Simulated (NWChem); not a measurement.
MoSOClF; SMILES [O]=[Mo]([F])(=[S])[Cl]

```xyz
5

Mo     0.2423     0.0694     0.0416
O      0.9462     0.1635     1.5372
S     -1.1751     1.6141    -0.0682
F      1.5023     0.3018    -1.2715
Cl    -0.8321    -1.9017    -0.1277
```
Atoms are numbered in this order, from 1.

Level: PBE0/def2-SVP with def2 effective core potentials on Mo (NWChem), optimised geometry, unscaled harmonic frequencies. def2 effective core potentials on Mo; no spin-orbit coupling.

Q: List the harmonic frequencies with IR intensities, and the thermochemistry.

A: 
```json
[
 {"frequency (cm⁻¹)": "142", "IR intensity (km/mol)": "1.6"},
 {"frequency (cm⁻¹)": "162", "IR intensity (km/mol)": "1.5"},
 {"frequency (cm⁻¹)": "200", "IR intensity (km/mol)": "1.8"},
 {"frequency (cm⁻¹)": "242", "IR intensity (km/mol)": "4.3"},
 {"frequency (cm⁻¹)": "295", "IR intensity (km/mol)": "2.0"},
 {"frequency (cm⁻¹)": "434", "IR intensity (km/mol)": "55.2"},
 {"frequency (cm⁻¹)": "592", "IR intensity (km/mol)": "55.0"},
 {"frequency (cm⁻¹)": "724", "IR intensity (km/mol)": "124.6"},
 {"frequency (cm⁻¹)": "1074", "IR intensity (km/mol)": "157.9"}
]
```

The zero-point energy is 5.5 kcal/mol and the thermal correction to the enthalpy at 298.15 K (with zero-point energy) comes out as 10.0 kcal/mol. The heat capacity Cv comes out as 18.6 cal/(mol K) and the entropy at 298.15 K and 1 atm (symmetry number 1) comes out as 82.3 cal/(mol K).

Rigid rotor and harmonic oscillator.
